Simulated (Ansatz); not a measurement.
Geometry optimisation of CH$_{8}$GeSSi, SMILES `[SiH3][CH2][GeH2][SH]`.

```yaml
crystal:
  periodic: [false, false, false]
  atoms:
    - {symbol: Si, position_ang: [-0.734987, 1.551689, -0.008187]}
    - {symbol: C, position_ang: [-0.204101, 0.028767, 0.990969]}
    - {symbol: Ge, position_ang: [1.056166, -1.154250, 0.043833]}
    - {symbol: S, position_ang: [0.553938, -1.251651, -2.153216]}
    - {symbol: H, position_ang: [-1.692939, 1.171412, -1.100820]}
    - {symbol: H, position_ang: [-1.424251, 2.537513, 0.900773]}
    - {symbol: H, position_ang: [0.465741, 2.226380, -0.613334]}
    - {symbol: H, position_ang: [0.282602, 0.350120, 1.936766]}
    - {symbol: H, position_ang: [-1.101367, -0.562329, 1.269333]}
    - {symbol: H, position_ang: [2.484460, -0.552822, 0.058340]}
    - {symbol: H, position_ang: [1.060937, -2.583228, 0.657687]}
    - {symbol: H, position_ang: [-0.669300, -1.816703, -1.948245]}
basis:
  gaussian: {orbitals: def2-TZVP}
hamiltonian: {xc: pbe0, dispersion: d4}
relax: {f_tol: 0.005, max_steps: 150}
```

```sh
$ ansatz run in.yaml --threads 4 --pin off --events-out ev --progress --plain --max-ram 10444MiB
```

Output, abridged:

```
Functional definition: PBE0
mean field -76384.72154295 eV, -2807.0867412797 hartree, gradient 6.4e-5 eV, S^2 0.000000; 0 other end points of the search recorded, 0 dependent functions left out
relax step   1: F+E_penalty+E_count = -76384.98400207 eV  Δ(F+E_penalty+E_count) = +0.000e0 eV  max|allowed force component| = 4.600e-1 eV/Å  Δτ_max = 0.0000 Å  (27 SCF iters, accepted)
mean field -76384.75521455 eV, -2807.0879786879 hartree, gradient 2.6e-5 eV, S^2 0.000000; 0 other end points of the search recorded, 0 dependent functions left out
relax step   2: F+E_penalty+E_count = -76385.01926470 eV  Δ(F+E_penalty+E_count) = -3.526e-2 eV  max|allowed force component| = 1.849e-1 eV/Å  Δτ_max = 0.0338 Å  (29 SCF iters, accepted)
mean field -76384.75476720 eV, -2807.0879622484 hartree, gradient 2.5e-5 eV, S^2 0.000000; 0 other end points of the search recorded, 0 dependent functions left out
relax step   3: F+E_penalty+E_count = -76385.01937076 eV  Δ(F+E_penalty+E_count) = -1.061e-4 eV  max|allowed force component| = 1.088e-1 eV/Å  Δτ_max = 0.0499 Å  (30 SCF iters, accepted)
mean field -76384.75813848 eV, -2807.0880861405 hartree, gradient 2.7e-5 eV, S^2 0.000000; 0 other end points of the search recorded, 0 dependent functions left out
relax step   4: F+E_penalty+E_count = -76385.02207002 eV  Δ(F+E_penalty+E_count) = -2.699e-3 eV  max|allowed force component| = 8.602e-2 eV/Å  Δτ_max = 0.1025 Å  (29 SCF iters, accepted)
mean field -76384.75919481 eV, -2807.0881249599 hartree, gradient 2.6e-5 eV, S^2 0.000000; 0 other end points of the search recorded, 0 dependent functions left out
relax step   5: F+E_penalty+E_count = -76385.02304912 eV  Δ(F+E_penalty+E_count) = -9.791e-4 eV  max|allowed force component| = 3.146e-2 eV/Å  Δτ_max = 0.0370 Å  (30 SCF iters, accepted)
mean field -76384.76001114 eV, -2807.0881549596 hartree, gradient 2.5e-5 eV, S^2 0.000000; 0 other end points of the search recorded, 0 dependent functions left out
relax step   6: F+E_penalty+E_count = -76385.02339933 eV  Δ(F+E_penalty+E_count) = -3.502e-4 eV  max|allowed force component| = 1.664e-2 eV/Å  Δτ_max = 0.0238 Å  (30 SCF iters, accepted)
mean field -76384.75992324 eV, -2807.0881517291 hartree, gradient 2.5e-5 eV, S^2 0.000000; 0 other end points of the search recorded, 0 dependent functions left out
relax step   7: F+E_penalty+E_count = -76385.02352466 eV  Δ(F+E_penalty+E_count) = -1.253e-4 eV  max|allowed force component| = 3.950e-3 eV/Å  Δτ_max = 0.0076 Å  (31 SCF iters, accepted)
mean field -76384.75986511 eV, -2807.0881495928 hartree, gradient 2.5e-5 eV, S^2 0.000000; 0 other end points of the search recorded, 0 dependent functions left out
relax step   8: F+E_penalty+E_count = -76385.02356522 eV  Δ(F+E_penalty+E_count) = -4.056e-5 eV  max|allowed force component| = 6.332e-3 eV/Å  Δτ_max = 0.0105 Å  (31 SCF iters, accepted)
mean field -76384.75986381 eV, -2807.0881495452 hartree, gradient 2.5e-5 eV, S^2 0.000000; 0 other end points of the search recorded, 0 dependent functions left out
relax step   9: F+E_penalty+E_count = -76385.02357707 eV  Δ(F+E_penalty+E_count) = -1.185e-5 eV  max|allowed force component| = 6.555e-3 eV/Å  Δτ_max = 0.0055 Å  (30 SCF iters, accepted)
mean field -76384.75988069 eV, -2807.0881501657 hartree, gradient 2.0e-5 eV, S^2 0.000000; 0 other end points of the search recorded, 0 dependent functions left out
relax step  10: F+E_penalty+E_count = -76385.02358293 eV  Δ(F+E_penalty+E_count) = -5.859e-6 eV  max|allowed force component| = 3.637e-3 eV/Å  Δτ_max = 0.0051 Å  (23 SCF iters, accepted)
mean field -76384.75988069 eV, -2807.0881501657 hartree, gradient 2.7e-5 eV, S^2 0.000000; 1 other end points of the search recorded, 0 dependent functions left out
Total energy: -76385.02361819 eV, -2807.0978423399 hartree
Atom 0 at    -0.714084     1.556901     0.009855 Å, force    -0.001673     0.002610    -0.000480 eV/Å
Atom 1 at    -0.231103     0.017979     0.964805 Å, force     0.001712    -0.003637     0.002837 eV/Å
Atom 2 at     1.049540    -1.124547     0.030465 Å, force     0.001282     0.000478    -0.000627 eV/Å
Atom 3 at     0.526461    -1.303461    -2.129665 Å, force    -0.000958    -0.000231     0.000357 eV/Å
Atom 4 at    -1.661862     1.221334    -1.081983 Å, force     0.000745     0.000094     0.000664 eV/Å
Atom 5 at    -1.372767     2.533510     0.920738 Å, force     0.000579    -0.000785    -0.000604 eV/Å
Atom 6 at     0.492451     2.201376    -0.573970 Å, force    -0.000470    -0.000363     0.000226 eV/Å
Atom 7 at     0.223483     0.302286     1.919203 Å, force    -0.001573    -0.000088    -0.001971 eV/Å
Atom 8 at    -1.123993    -0.569962     1.194576 Å, force     0.001576     0.001787    -0.000673 eV/Å
Atom 9 at     2.444655    -0.481261     0.017894 Å, force    -0.001506    -0.001234     0.001131 eV/Å
Atom 10 at     1.108330    -2.526626     0.665445 Å, force     0.000268     0.001731    -0.000008 eV/Å
Atom 11 at    -0.664213    -1.882630    -1.903463 Å, force     0.000018    -0.000362    -0.000852 eV/Å
Dipole moment:    -0.125907    -0.105893     0.385241 e Å
```

It took 41 s on 4 threads of an AMD EPYC 7B13 on a shared host, with 0.69 GiB of host memory at the peak.
